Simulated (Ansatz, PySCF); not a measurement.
tellurium hexafluoride anion (F6Te), SMILES F[Te](F)(F)(F)(F)F (connectivity only; charge and spin as stated), charge -1, multiplicity 2. Atoms are numbered in the order given.

```xyz
7

F      0.0000     1.9926     0.0000
Te     0.0000     0.0000     0.0000
F     -1.9926     0.0000     0.0000
F      1.9926     0.0000     0.0000
F      0.0000     0.0000    -1.9926
F      0.0000     0.0000     1.9926
F      0.0000    -1.9926     0.0000
```
Charge -1, spin multiplicity 2.

Geometry optimised at PBE0-D3(BJ)/def2-SVPD. The spin state was assumed, not searched. The def2 effective core potentials stand for the cores of Te; spin–orbit coupling is left out.

Two levels are set side by side: PBE-D3(BJ)/def2-SVPD (Ansatz, a program for electronic structure) and PBE0-D3(BJ)/def2-SVPD (Ansatz). Each level has its own optimised geometry; the coordinates shown are those of the second. Frequencies come from the Hessian of PySCF at each geometry. Differences are taken from unrounded values.

| quantity | PBE0-D3(BJ) | PBE-D3(BJ) | PBE-D3(BJ) minus PBE0-D3(BJ) |
|---|---|---|---|
| mean bond length (Å) | 1.993 | 2.027 | 0.034 |
| bond F1–Te2 (Å) | 1.993 | 2.027 | 0.034 |
| bond Te2–F3 (Å) | 1.993 | 2.027 | 0.034 |
| bond Te2–F4 (Å) | 1.993 | 2.027 | 0.034 |
| bond Te2–F5 (Å) | 1.993 | 2.027 | 0.034 |
| bond Te2–F6 (Å) | 1.993 | 2.027 | 0.034 |
| bond Te2–F7 (Å) | 1.993 | 2.027 | 0.035 |
| highest harmonic wavenumber (cm⁻¹) | 558 | 514 | -44 |
| mean harmonic wavenumber (cm⁻¹) | 306 | 291 | -15 |
| zero-point energy (kcal/mol) | 6.55 | 6.24 | -0.32 |

GGA bonds tend to be longer and softer than those of functionals with exact exchange. Differences between two approximate levels are no errors against the true value.
